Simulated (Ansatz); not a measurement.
Cl2H2NSi (`N[Si](Cl)Cl`) radical. The species carries charge 0 and has multiplicity 2. The structure was optimised at the PBE0-D4/def2-TZVP level. It is one conformer, not always the lowest.

```xyz
6

N    -0.570    0.334   -0.639
Si    0.495   -0.652    0.253
Cl   -0.385   -0.988    2.085
Cl    2.264    0.387    0.442
H    -1.555    0.121   -0.667
H    -0.250    0.799   -1.474
```

**Question.** What is the dipole moment at B3LYP/def2-TZVPP? (Estimate.)

**Answer.** Computed: 2.71 D, with components (-1.51, 0.24, -2.23) D in this frame, pointing from negative to positive charge.

**Question.** And with PBE, r2SCAN, ωB97M-V? (Best estimate.)

**Answer.** The calculation gave: PBE 2.67 D, r2SCAN 2.72 D, ωB97M-V 2.70 D.

**Question.** Give the Mulliken charges with B3LYP, ωB97M-V, PBE in def2-TZVPP. (An estimate is asked.)

**Answer.** Ansatz gave: 
```
atom  B3LYP  ωB97M-V    PBE
  N1  -0.32    -0.29  -0.32
 Si2   0.49     0.43   0.40
 Cl3  -0.23    -0.20  -0.20
 Cl4  -0.23    -0.20  -0.20
  H5   0.15     0.13   0.16
  H6   0.15     0.13   0.16
```

B3LYP here is the variant with VWN-RPA as its local correlation; programs differ in this.
